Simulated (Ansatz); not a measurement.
The cluster SnTe₂. Total charge 0; singlet. Geometry PBE-D4/def2-SVP, basis def2-TZVP, Ansatz.

Cartesian coordinates in Å:
```
Sn 1.3351 0.5099 -0.7010
Te -1.0447 1.0971 0.6157
Te -0.2905 -1.6070 0.0853
```

```json
{"run": "A", "HOMO (eV)": "-4.91", "LUMO (eV)": "-3.50"}
{"run": "B", "HOMO (eV)": "-5.60", "LUMO (eV)": "-2.95"}
{"run": "C", "HOMO (eV)": "-4.52", "LUMO (eV)": "-3.41"}
{"run": "D", "HOMO (eV)": "-5.74", "LUMO (eV)": "-2.94"}
{"run": "E", "HOMO (eV)": "-4.64", "LUMO (eV)": "-3.44"}
{"run": "F", "HOMO (eV)": "-4.70", "LUMO (eV)": "-3.52"}
```

In the def2 sets Sn, Te take a core potential; there is no spin–orbit coupling. The structure comes from a short search, and lower isomers may exist.

**Question.** The runs used BLYP, PBE, PBE0, r2SCAN, r2SCAN0, revPBE. Estimate which is which.

**Answer.** A r2SCAN (0 % exact exchange); B PBE0 (25 % exact exchange); C BLYP (0 % exact exchange); D r2SCAN0 (25 % exact exchange); E revPBE (0 % exact exchange); F PBE (0 % exact exchange). Exact exchange lowers occupied and raises empty levels; among semilocal functionals meta-GGAs tend to open the gap a little, and such runs are hard to tell apart. The gap grows from 1.10 eV (BLYP) to 2.80 eV (r2SCAN0).
